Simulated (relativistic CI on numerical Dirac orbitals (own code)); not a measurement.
Spin-allowed bands of a d2 ion in an octahedral site, by hand

Problem. Take Δ = 29520 cm⁻¹ and B = 720 cm⁻¹ for a d2 ion in an octahedral site. Calculate the three spin-allowed bands.

Working.
1. The terms of highest spin are 3F (energy 0) and 3P (15B = 10800 cm⁻¹). Here the F term splits into A2 at +1.2Δ = 35424, T2 at +0.2Δ = 5904 and T1 at −0.6Δ = -17712 cm⁻¹.
2. The two T1 states mix through the element 0.4Δ: H = [[-17712, 11808], [11808, 10800]], with roots ½(H₁₁ + H₂₂) ∓ ½√[(H₂₂ − H₁₁)² + 4H₁₂²] = ½(-6912) ∓ ½(37022) = -21967 and 15055 cm⁻¹.
3. The ground term is 3T1 at -21967 cm⁻¹.
4. Bands: 3T2 27871 cm⁻¹ (359 nm), 3T1(P) 37022 cm⁻¹ (270 nm), 3A2 57391 cm⁻¹ (174 nm).

Check. Exact diagonalisation of the whole d2 shell with these parameters gives 3T2 27871, 3T1 37022, 3A2 57391 cm⁻¹. The match is exact, since without spin-orbit coupling no other term has this spin. The ratio of the second band to the first, 1.328, depends on Δ/B = 41.0 alone, which is how a Tanabe-Sugano diagram is read.
